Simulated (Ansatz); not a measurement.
Geometry optimisation of C₂H₇NOSi (`CN[SiH2]C=O`).

```yaml
crystal:
  periodic: [false, false, false]
  atoms:
    - {symbol: C, position_ang: [-0.930414, 1.154090, 0.923475]}
    - {symbol: N, position_ang: [0.389257, 1.004784, 0.322705]}
    - {symbol: Si, position_ang: [1.067735, -0.542142, -0.071672]}
    - {symbol: C, position_ang: [-0.045323, -1.564981, -1.302403]}
    - {symbol: O, position_ang: [-1.122215, -1.135590, -1.685603]}
    - {symbol: H, position_ang: [-1.016535, 2.122626, 1.461431]}
    - {symbol: H, position_ang: [-1.087890, 0.355780, 1.679321]}
    - {symbol: H, position_ang: [-1.768842, 1.081673, 0.193868]}
    - {symbol: H, position_ang: [0.653208, 1.785108, -0.283944]}
    - {symbol: H, position_ang: [2.415227, -0.327274, -0.709663]}
    - {symbol: H, position_ang: [1.207144, -1.398036, 1.164672]}
    - {symbol: H, position_ang: [0.315748, -2.591238, -1.658288]}
basis:
  gaussian: {orbitals: def2-TZVP}
hamiltonian: {xc: pbe0, dispersion: d4}
relax: {f_tol: 0.005, max_steps: 150}
```

```sh
$ ansatz run in.yaml --threads 4 --pin off --events-out ev --progress --plain --max-ram 10444MiB
```

Output, abridged:

```
Functional definition: PBE0
mean field -13594.97889111 eV, -499.6062592405 hartree, gradient 3.8e-5 eV, S^2 0.000000; 0 other end points of the search recorded, 0 dependent functions left out
relax step   1: F+E_penalty+E_count = -13595.18021857 eV  Δ(F+E_penalty+E_count) = +0.000e0 eV  max|allowed force component| = 1.137e0 eV/Å  Δτ_max = 0.0000 Å  (29 SCF iters, accepted)
mean field -13595.03729133 eV, -499.6084054090 hartree, gradient 1.2e-5 eV, S^2 0.000000; 0 other end points of the search recorded, 0 dependent functions left out
relax step   2: F+E_penalty+E_count = -13595.23918960 eV  Δ(F+E_penalty+E_count) = -5.897e-2 eV  max|allowed force component| = 2.622e-1 eV/Å  Δτ_max = 0.0373 Å  (34 SCF iters, accepted)
mean field -13595.04101545 eV, -499.6085422680 hartree, gradient 1.9e-5 eV, S^2 0.000000; 0 other end points of the search recorded, 0 dependent functions left out
relax step   3: F+E_penalty+E_count = -13595.24321843 eV  Δ(F+E_penalty+E_count) = -4.029e-3 eV  max|allowed force component| = 2.753e-1 eV/Å  Δτ_max = 0.0357 Å  (34 SCF iters, accepted)
mean field -13595.04421044 eV, -499.6086596819 hartree, gradient 1.4e-5 eV, S^2 0.000000; 0 other end points of the search recorded, 0 dependent functions left out
relax step   4: F+E_penalty+E_count = -13595.24631754 eV  Δ(F+E_penalty+E_count) = -3.099e-3 eV  max|allowed force component| = 1.407e-1 eV/Å  Δτ_max = 0.0385 Å  (34 SCF iters, accepted)
mean field -13595.04606781 eV, -499.6087279389 hartree, gradient 1.2e-5 eV, S^2 0.000000; 0 other end points of the search recorded, 0 dependent functions left out
relax step   5: F+E_penalty+E_count = -13595.24806185 eV  Δ(F+E_penalty+E_count) = -1.744e-3 eV  max|allowed force component| = 2.843e-2 eV/Å  Δτ_max = 0.0087 Å  (35 SCF iters, accepted)
mean field -13595.04656999 eV, -499.6087463936 hartree, gradient 1.2e-5 eV, S^2 0.000000; 0 other end points of the search recorded, 0 dependent functions left out
relax step   6: F+E_penalty+E_count = -13595.24833489 eV  Δ(F+E_penalty+E_count) = -2.730e-4 eV  max|allowed force component| = 9.923e-2 eV/Å  Δτ_max = 0.0252 Å  (35 SCF iters, accepted)
mean field -13595.04740484 eV, -499.6087770738 hartree, gradient 1.1e-5 eV, S^2 0.000000; 0 other end points of the search recorded, 0 dependent functions left out
relax step   7: F+E_penalty+E_count = -13595.24899927 eV  Δ(F+E_penalty+E_count) = -6.644e-4 eV  max|allowed force component| = 5.966e-2 eV/Å  Δτ_max = 0.0129 Å  (34 SCF iters, accepted)
mean field -13595.04829082 eV, -499.6088096328 hartree, gradient 1.2e-5 eV, S^2 0.000000; 0 other end points of the search recorded, 0 dependent functions left out
relax step   8: F+E_penalty+E_count = -13595.24958658 eV  Δ(F+E_penalty+E_count) = -5.873e-4 eV  max|allowed force component| = 1.225e-2 eV/Å  Δτ_max = 0.0283 Å  (35 SCF iters, accepted)
mean field -13595.04854100 eV, -499.6088188268 hartree, gradient 1.1e-5 eV, S^2 0.000000; 0 other end points of the search recorded, 0 dependent functions left out
relax step   9: F+E_penalty+E_count = -13595.24967029 eV  Δ(F+E_penalty+E_count) = -8.371e-5 eV  max|allowed force component| = 1.229e-2 eV/Å  Δτ_max = 0.0158 Å  (34 SCF iters, accepted)
mean field -13595.04869012 eV, -499.6088243069 hartree, gradient 1.1e-5 eV, S^2 0.000000; 0 other end points of the search recorded, 0 dependent functions left out
relax step  10: F+E_penalty+E_count = -13595.24973301 eV  Δ(F+E_penalty+E_count) = -6.272e-5 eV  max|allowed force component| = 3.065e-2 eV/Å  Δτ_max = 0.0074 Å  (35 SCF iters, accepted)
mean field -13595.04868387 eV, -499.6088240774 hartree, gradient 1.6e-5 eV, S^2 0.000000; 0 other end points of the search recorded, 0 dependent functions left out
relax step  11: F+E_penalty+E_count = -13595.24934197 eV  Δ(F+E_penalty+E_count) = +3.910e-4 eV  max|allowed force component| = 1.040e-1 eV/Å  Δτ_max = 0.0358 Å  (35 SCF iters, rejected (line search))
mean field -13595.04899575 eV, -499.6088355387 hartree, gradient 1.2e-5 eV, S^2 0.000000; 0 other end points of the search recorded, 0 dependent functions left out
relax step  12: F+E_penalty+E_count = -13595.24984860 eV  Δ(F+E_penalty+E_count) = -1.156e-4 eV  max|allowed force component| = 2.679e-2 eV/Å  Δτ_max = 0.0171 Å  (35 SCF iters, accepted)
mean field -13595.04912551 eV, -499.6088403072 hartree, gradient 1.1e-5 eV, S^2 0.000000; 0 other end points of the search recorded, 0 dependent functions left out
relax step  13: F+E_penalty+E_count = -13595.24988220 eV  Δ(F+E_penalty+E_count) = -3.360e-5 eV  max|allowed force component| = 1.702e-2 eV/Å  Δτ_max = 0.0079 Å  (35 SCF iters, accepted)
mean field -13595.04917737 eV, -499.6088422131 hartree, gradient 1.1e-5 eV, S^2 0.000000; 0 other end points of the search recorded, 0 dependent functions left out
relax step  14: F+E_penalty+E_count = -13595.24989429 eV  Δ(F+E_penalty+E_count) = -1.210e-5 eV  max|allowed force component| = 6.130e-3 eV/Å  Δτ_max = 0.0035 Å  (35 SCF iters, accepted)
mean field -13595.04917772 eV, -499.6088422261 hartree, gradient 1.1e-5 eV, S^2 0.000000; 0 other end points of the search recorded, 0 dependent functions left out
relax step  15: F+E_penalty+E_count = -13595.24989607 eV  Δ(F+E_penalty+E_count) = -1.778e-6 eV  max|allowed force component| = 2.127e-3 eV/Å  Δτ_max = 0.0004 Å  (35 SCF iters, accepted)
mean field -13595.04917772 eV, -499.6088422261 hartree, gradient 1.1e-5 eV, S^2 0.000000; 1 other end points of the search recorded, 0 dependent functions left out
Total energy: -13595.24993002 eV, -499.6162197369 hartree
Atom 0 at    -0.915425     1.164333     0.962872 Å, force     0.002127    -0.000505    -0.001361 eV/Å
Atom 1 at     0.348398     0.997470     0.270776 Å, force    -0.000529     0.001433    -0.000252 eV/Å
Atom 2 at     1.022221    -0.525158    -0.084337 Å, force     0.000833     0.000430     0.001414 eV/Å
Atom 3 at    -0.007226    -1.581314    -1.326815 Å, force    -0.002001    -0.000984    -0.001875 eV/Å
Atom 4 at    -1.023761    -1.171516    -1.832837 Å, force     0.000297     0.000452     0.000245 eV/Å
Atom 5 at    -0.927838     2.100662     1.527470 Å, force    -0.000300    -0.000233    -0.000028 eV/Å
Atom 6 at    -1.045005     0.353519     1.684483 Å, force     0.000165     0.000246    -0.000336 eV/Å
Atom 7 at    -1.779681     1.149047     0.290100 Å, force     0.000200    -0.000148     0.000352 eV/Å
Atom 8 at     0.579505     1.766348    -0.337871 Å, force    -0.000866    -0.000957     0.001160 eV/Å
Atom 9 at     2.369034    -0.339769    -0.688185 Å, force    -0.000839    -0.000263     0.000273 eV/Å
Atom 10 at     1.110682    -1.354580     1.150250 Å, force     0.000004     0.000243    -0.000417 eV/Å
Atom 11 at     0.346196    -2.614242    -1.582006 Å, force     0.000909     0.000286     0.000825 eV/Å
Dipole moment:     0.223899     0.148633     0.196995 e Å
```

Run time 41 s (4 threads of an Arm Neoverse V2 on a shared host); peak host memory 0.5 GiB.
